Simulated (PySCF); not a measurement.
A calculated (UHF, PySCF 2.14, 6-31G*, the non-relativistic Hamiltonian (point nucleus)) atom or ion has these occupied shells.

```csv
shell,electrons,orbital energy (eV),"rms radius, mean of both spins (bohr)"
1s,2,-9612.5,0.0591
2s,2,-1206.2,0.248
2p,6,-1058.4,0.221
3s,2,-152.30,0.742
3p,6,-103.43,0.783
3d,10,-19.743,0.963
4s,2,-7.692,3.20
```

Name the element and its charge.

Zn (zinc, neutral), in [Ar] 3d10 4s2, closed-shell 1S.
